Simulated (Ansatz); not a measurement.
One change: `Cl[SiH2][NH][GeH2][Cl]` becomes `N[SiH2]N[SiH2]Cl`.

Ansatz, PBE0-D4/def2-TZVP geometries, multiplicity 1. Each molecule was computed in one conformer, which needn't be the lowest.

Scalar relativity is left out up to krypton.

```
                                          property  `Cl[SiH2][NH][GeH2][Cl]`
             HOMO–LUMO gap (B3LYP/def2-TZVPP) / eV                      7.58
                LUMO energy (PBE0/def2-TZVPP) / eV                     -0.16
size of the dipole moment (ωB97M-V/def2-TZVPP) / D                      1.17
               HOMO–LUMO gap (PBE/def2-TZVPP) / eV                      5.80
           HOMO–LUMO gap (ωB97M-V/def2-TZVPP) / eV                     12.10
  size of the dipole moment (B3LYP/def2-TZVPP) / D                      1.13
```

Give the same properties after the change, and the shifts. (Best estimate.)

Ansatz gave: 
```json
{"property": "HOMO–LUMO gap (B3LYP/def2-TZVPP) / eV", "`N[SiH2]N[SiH2]Cl`": "7.55", "shift": "-0.03"}
{"property": "LUMO energy (PBE0/def2-TZVPP) / eV", "`N[SiH2]N[SiH2]Cl`": "0.44", "shift": "0.60"}
{"property": "size of the dipole moment (ωB97M-V/def2-TZVPP) / D", "`N[SiH2]N[SiH2]Cl`": "2.00", "shift": "0.83"}
{"property": "HOMO–LUMO gap (PBE/def2-TZVPP) / eV", "`N[SiH2]N[SiH2]Cl`": "5.77", "shift": "-0.03"}
{"property": "HOMO–LUMO gap (ωB97M-V/def2-TZVPP) / eV", "`N[SiH2]N[SiH2]Cl`": "11.96", "shift": "-0.14"}
{"property": "size of the dipole moment (B3LYP/def2-TZVPP) / D", "`N[SiH2]N[SiH2]Cl`": "2.00", "shift": "0.87"}
```

With PBE0 the HOMO rises by 0.70 eV and the LUMO rises by 0.60 eV, so the gap narrows by about 0.10 eV. PBE moves the HOMO by 0.73 eV and ωB97M-V by 0.62 eV. Dipoles are sizes alone; their direction can turn.

B3LYP here is the variant with VWN-RPA as its local correlation; programs differ in this.
